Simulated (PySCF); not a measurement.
# One molecule, several mistakes: B2ClHN cation

These are calculations, not measurements. The program is PySCF 2.14.0, an open-source quantum chemistry code, run on an isolated molecule that a program drew, which may never have been made. The molecule is B2ClHN cation (charge +1, singlet), drawn as the SMILES string `B=N[B+]Cl`.

Each row is a Hartree-Fock (HF) and frozen-core CCSD(T) single point in the cc-pV(D+d)Z basis, meant for a local HF minimum. Run 1 is clean. Each other run has one planted mistake out of seven kinds, and not every kind appears here: one electron removed, one electron added, multiplicity raised by two, geometry at a saddle point, minimal basis STO-3G, one bond length entered in bohr, all coordinates scaled. The reference is restricted for singlets and unrestricted otherwise, and also for a bond in bohr. Adding or removing an electron swaps singlet and doublet. Electrons count all cores. HOMO and LUMO are orbital energies over both spins, the gradient is its largest component, and the lowest frequency (negative if imaginary) is given only where the gradient is small. Bond lengths are over the 4 bonds as drawn. T1 is the CCSD diagnostic: over 0.02 (restricted) or 0.045 (unrestricted) a single reference is doubtful.

Geometry of the clean run:
```xyz
5
B2ClHN cation, angstrom
B    -0.6321   -0.1950   -0.6960
N    -1.6546   -0.5747   -0.0282
B    -2.6886   -0.9588    0.6473
Cl   -3.9976   -1.4451    1.5024
H     0.3019    0.1517   -1.3061
```

```
run  electrons  basis functions  <S^2>  HOMO (eV)  LUMO (eV)  gradient (hartree/bohr)  lowest frequency (cm^-1)  mean bond (Å)  longest bond (Å)      T1  HF (hartree)  CCSD(T) (hartree)                     mistake
  1         34               70  0.000     -18.89      -3.91                  6.0e-06                       122         1.3445             1.637  0.0163    -563.73168         -564.19235                    no fault
  2         34               70  2.014     -12.50      -8.27                  1.1e-01                         -         1.3445             1.637  0.0393    -563.52550         -563.96266  multiplicity raised by two
  3         34               25  0.000     -18.09      -2.34                  3.9e-02                         -         1.3445             1.637  0.0203    -557.49880         -557.67584        minimal basis STO-3G
  4         34               70  1.012     -15.72      -5.81                  1.6e-02                         -         1.6290             2.417  0.0247    -563.46052         -563.89018                           ?
  5         35               70  0.834      -5.64       2.24                  3.9e-02                         -         1.3445             1.637  0.0213    -563.90583         -564.38425                           ?
```

**Which mistake was planted in run 4, and what did it cost?**

The mean bond changes by a factor of 1.212 and the longest by 1.476, so the molecule wasn't scaled as a whole. A length L in bohr read as angstrom grows by (1/0.5292 - 1) L = 0.890 L. The 4 bonds together grew by 4 x 0.2845 = 1.138 Å, which gives L = 1.279 Å. That is bond B1-N2, 1.279 Å in the clean geometry. So the mistake is: one bond length entered in bohr. Subtracting run 1 and multiplying by 627.51 kcal/mol a hartree, the energy moved by 170.2 kcal/mol in HF and 189.6 kcal/mol in CCSD(T).

**Which mistake was planted in run 5, and what did it cost?**

It counts 35 electrons, one more than the clean run, at the same geometry and basis. So the mistake is: one electron added. Subtracting run 1 and multiplying by 627.51 kcal/mol a hartree, the energy moved by -109.3 kcal/mol in HF and -120.4 kcal/mol in CCSD(T).

Cautions from the logs. Run 3: T1 is over the limit, so its CCSD(T) energy is less reliable.
